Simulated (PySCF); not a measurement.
## Rotational lines of BeHg

Lines J+1 ← J of the vibrational ground state, computed from HSE06 constants of BeHg, ¹Σ⁺ (singlet), closed shell (basis Be def2-SVP, Hg def2-SVP with ECP60; scalar-relativistic core potentials; PySCF 2.14; masses 9.0122 and 201.9706 u), in MHz:

```tsv
J	ν (MHz)
0	12185.9
1	24369.5
2	36548.6
3	48720.9
4	60884.1
```

(1) Find B0 and the effective bond length r0; with αe = 0.00901 cm⁻¹, find Re.

Closed-shell solutions of metal pairs were not tested for spin polarisation, which can lower them a little. The bond is weak. Basis-set superposition, not corrected here, can be much of De in a small basis, most of all at correlated wavefunction levels. Functionals without a dispersion term scatter widely for such bonds, and LDA overbinds them. Spin–orbit coupling is left out.

## Answers

(1) ν = 2B0(J+1) − 4D(J+1)³ gives B0 = 0.20324 cm⁻¹. With the reduced mass μred = 8.6272 u, r0 = √(16.8576/(μred·B0)) (u, cm⁻¹, Å) = 3.1007 Å. Be = B0 + αe/2 = 0.20775 cm⁻¹ gives Re = 3.067 Å.
